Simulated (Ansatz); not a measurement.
C2H6BFO, SMILES `BC(F)CO`, relaxed with RKS PBE-D4/def2-SVP in the Gaussian-basis code of Ansatz from a rough embedded geometry. The force threshold is 0.03 eV/Å; the program also tests the step.

The species carries charge 0 and has multiplicity 1.

Start:

```xyz
11

B    -0.730   -0.801   -1.116
C     0.393   -0.569   -0.085
F     0.591   -1.731    0.613
C     0.119    0.491    0.925
O    -0.082    1.780    0.270
H    -1.878   -1.131   -0.731
H    -0.592   -0.685   -2.277
H     1.333   -0.350   -0.639
H    -0.868    0.292    1.412
H     0.889    0.615    1.644
H     0.825    2.088   -0.017
```

(1) How much energy does the relaxation release, and in how many steps? (Best estimate.)

(2) Which bonds change most? (Best estimate.)

(3) Give the relaxed structure. (Best estimate.)

Results:

(1) Ansatz gave: 0.79 eV, in 20 steps, 2 of them rejected.

(2) Ansatz gave: B1–C2 from 1.543 to 1.623 Å; B1–H7 from 1.175 to 1.226 Å; C4–H10 from 1.062 to 1.108 Å.

(3) The calculation gave: 
```xyz
11

B    -0.487   -0.266   -1.059
C     0.438   -0.888    0.121
F    -0.158   -1.918    0.858
C     0.342    0.431    0.870
O    -0.824    0.983    0.131
H    -1.543   -0.801   -1.339
H     0.111    0.321   -1.954
H     1.479   -1.193   -0.116
H     0.079    0.347    1.944
H     1.220    1.093    0.732
H    -0.656    1.891   -0.187
```
